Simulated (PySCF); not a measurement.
This script is equivalent to a calculation on Ag (silver, neutral).

```python
from pyscf import gto, scf, dft, mp, cc
import basis_set_exchange as bse
txt = bse.get_basis("aug-cc-pVDZ-PP", elements=["Ag"], fmt="nwchem", header=False)
cut = txt.index("\nECP")
mol = gto.M(atom="Ag 0 0 0", charge=0, spin=1, symmetry="D2h",
            basis=gto.basis.parse(txt[:cut]),
            ecp={"Ag": gto.basis.parse_ecp(txt[cut:])})
mf = dft.UKS(mol, xc="PBE")
mf.irrep_nelec = {'Ag': (4, 3), 'B1g': (1, 1), 'B2g': (1, 1), 'B3g': (1, 1), 'B1u': (1, 1), 'B2u': (1, 1), 'B3u': (1, 1)}
mf.kernel()
```

**Question.** What total energy does it give?

**Answer.** -146.926 hartree (calculated).

**Question.** Which occupied shell lies highest, and where?

**Answer.** 5s α, at -4.825 eV.

**Question.** What is ⟨S²⟩, and what would a pure spin state give?

**Answer.** 0.751, against 0.75.

Energies and moments cover only the electrons outside the core potential.
